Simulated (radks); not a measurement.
Task: Isoelectronic series with 6 electrons, each ion in its NIST ground configuration. Method: scalar-relativistic Kohn-Sham, PBE, spin-polarised, spherical densities, finite nucleus; open shells are filled with parallel spins first; Fermi nuclear charge, rms radius of each element as measured or else 0.836 A^(1/3) + 0.57 fm; computed with a radial shooting solver on a logarithmic mesh with Libxc functionals. Total energies (hartree) and mean radii <r> (bohr):

ion,configuration,E (hartree),2p up,2s down
C,[He] 2s2 2p2,-37.81029,1.746,1.607
N+,[He] 2s2 2p2,-54.02007,1.252,1.267
O2+,[He] 2s2 2p2,-73.25078,0.9878,1.044
F3+,[He] 2s2 2p2,-95.50021,0.8189,0.8873
Ne4+,[He] 2s2 2p2,-120.76959,0.7004,0.7718
Mg6+,[He] 2s2 2p2,-180.38052,0.5444,0.6125
Al7+,[He] 2s2 2p2,-214.73051,0.4901,0.5552
Si8+,[He] 2s2 2p2,-252.11698,0.4457,0.5076
P9+,[He] 2s2 2p2,-292.54578,0.4088,0.4676
S10+,[He] 2s2 2p2,-336.02331,0.3775,0.4333
Cl11+,[He] 2s2 2p2,-382.55652,0.3506,0.4037
Ar12+,[He] 2s2 2p2,-432.15292,0.3274,0.3779
K13+,[He] 2s2 2p2,-484.82055,0.3070,0.3551
Ca14+,[He] 2s2 2p2,-540.56795,0.2890,0.3349
Sc15+,[He] 2s2 2p2,-599.40421,0.2730,0.3168
Ti16+,[He] 2s2 2p2,-661.33900,0.2586,0.3006
V17+,[He] 2s2 2p2,-726.38254,0.2457,0.2859
Mn19+,[He] 2s2 2p2,-865.83921,0.2234,0.2604
Fe20+,[He] 2s2 2p2,-940.27561,0.2136,0.2492
Co21+,[He] 2s2 2p2,-1017.86708,0.2047,0.2389
Ni22+,[He] 2s2 2p2,-1098.62689,0.1965,0.2294

Estimate the row of Cr18+ ([He] 2s2 2p2).

Result: E (hartree) -794.54550; 2p up 0.2340; 2s down 0.2726.
